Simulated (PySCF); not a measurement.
Two species compared at the same levels of theory.

First species: C7H12FNO.
InChI=1S/C7H12FNO/c1-5(2)10-6(3)7(8)4-9/h5-7H,1-3H3/t6-,7+/m0/s1

Second species: C5H9N3S.
InChI=1S/C5H9N3S/c1-4-5(9-3)7-8(2)6-4/h1-3H3

Levels: PBE0/pcSseg-1 for dipole moment, HOMO energy, LUMO energy and HOMO–LUMO gap; GFN2-xTB for rotational constant A and rotational constant C. Geometries: GFN2-xTB. Each structure is a single optimised conformer of the isolated species, non-relativistic unless stated; the electronic structure was computed with PySCF and density fitting.

The conformers computed, where there is a choice (atom-mapped SMILES and torsion angles):
- `[CH3:1][CH:2]([CH3:3])[O:4][C@@H:5]([CH3:6])[C@H:7]([F:8])[C:9]#[N:10]`: C1–C2–O4–C5 -157°, C2–O4–C5–C6 98°, O4–C5–C7–F8 -179°
- `[CH3:1][S:2][c:3]1[n:4][n:5]([CH3:6])[n:7][c:8]1[CH3:9]`: C1–S2–C3–N4 0°

Values for the first species:

| Quantity | Value |
| --- | --- |
| Dipole moment | 3.82 D |
| HOMO energy | -7.87 eV |
| LUMO energy | -0.04 eV |
| HOMO–LUMO gap | 7.83 eV |
| Rotational constant A | 1.801 GHz |
| Rotational constant C | 0.685 GHz |

**Question.** Estimate the same properties for the second species, and the change in each.

**Answer.** 
| property | first | second | second less first |
| --- | --- | --- | --- |
| dipole moment | 3.82 D | 1.49 D | -2.33 D |
| HOMO energy | -7.87 eV | -6.06 eV | +1.81 eV |
| LUMO energy | -0.04 eV | 0.13 eV | +0.17 eV |
| HOMO–LUMO gap | 7.83 eV | 6.19 eV | -1.64 eV |
| rotational constant A | 1.801 GHz | 2.085 GHz | +0.284 GHz |
| rotational constant C | 0.685 GHz | 0.750 GHz | +0.065 GHz |

On the first: The dipole equals about 12.7 × 10⁻³⁰ C·m (1 D = 3.33564 × 10⁻³⁰ C·m).

On the second: In atomic units the dipole is 0.59 e·bohr (1 au = 2.5417 D).
